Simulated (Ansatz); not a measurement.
Total energies of `c1csc(-c2ccc(-c3ccc(-c4ccc(-c5ccc(-c6ccc(-c7ccc(-c8ccc(-c9cccs9)s8)s7)s6)s5)s4)s3)s2)c1` from Ansatz at PBE0-D4/def2-SVP, gas phase (1 Eh = 27.2114 eV = 2625.5 kJ/mol). The reference geometry is relaxed at PBE-D4/def2-SVP.

```csv
state,geometry,energy (Eh)
charge 0 singlet,reference,-4962.72618
charge 1 doublet,reference,-4962.51238
charge -1 doublet,reference,-4962.79327
free C atom (triplet),–,-37.76066
free S atom (triplet),–,-397.83788
free H atom (doublet),–,-0.50029
```

Single mean-field runs in def2-SVP are fitted with def2-universal-jkfit.

Problem. Work out the vertical ionisation energy to the doublet.

Solution. E(charge 1 doublet) − E(charge 0 singlet) = -4962.51238 − (-4962.72618) = 0.21380 Eh = 5.82 eV. For comparison, −ε of the highest occupied level is 5.01 eV at this level, 0.81 eV less.

Problem. Work out the vertical electron affinity, to the doublet.

Solution. E(charge 0 singlet) − E(charge -1 doublet) = -4962.72618 − (-4962.79327) = 0.06709 Eh = 1.83 eV. The basis lacks diffuse functions, which makes affinities too small.

Problem. Give the fundamental gap IE − EA, the Mulliken electronegativity (IE + EA)/2 and the hardness (IE − EA)/2.

Solution. From the values in Eh: IE − EA = 0.21380 − 0.06709 = 0.14671 Eh = 3.99 eV; (IE + EA)/2 = 3.82 eV; (IE − EA)/2 = 2.00 eV. The HOMO–LUMO gap of the same run is 2.46 eV, 1.53 eV smaller than the fundamental gap.

Problem. What is the binding energy per atom against free atoms?

Solution. Atoms: 36 × (-37.76066) + 9 × (-397.83788) + 20 × (-0.50029) = -4949.93048 Eh. Binding: -4949.93048 − (-4962.72618) = 12.79570 Eh = 348.19 eV, or 5.36 eV for each of 65 atoms (no zero-point energy, no counterpoise term).
